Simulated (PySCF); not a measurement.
Computed IR spectrum (relative IR intensity) of a molecule C₃H₉O₂Si, multiplicity 2. Coordinates come from a PBE-D3(BJ)/def2-SVP optimisation. One conformer was computed; it need not be the lowest. Calculation: PBE-D3(BJ)/def2-SVP (PySCF). Frequencies are harmonic and unscaled.

Lines under 2 % of the strongest are left out, and lines within 2 cm⁻¹ are merged.

| ν (cm⁻¹) | relative intensity |
|---|---|
| 139 | 3.2 |
| 241 | 8.2 |
| 347 | 5.0 |
| 649 | 8.1 |
| 703 | 5.4 |
| 730 | 10 |
| 764 | 15 |
| 799 | 29 |
| 868 | 50 |
| 1109 | 100 |
| 1149 | 6.8 |
| 1167 | 38 |
| 1192 | 2.3 |
| 1371 | 3.9 |
| 1385 | 5.5 |
| 1415 | 5.2 |
| 1424 | 7.7 |
| 2920 | 41 |
| 2995 | 17 |
| 3032 | 13 |
| 3092 | 2.6 |

### Question
Pick the molecule that these values belong to.
A. CO[Si](C)OC
B. CCO[SiH](C)[O]
C. CO[Si](C)(C)[O]

### Answer
C, CO[Si](C)(C)[O]
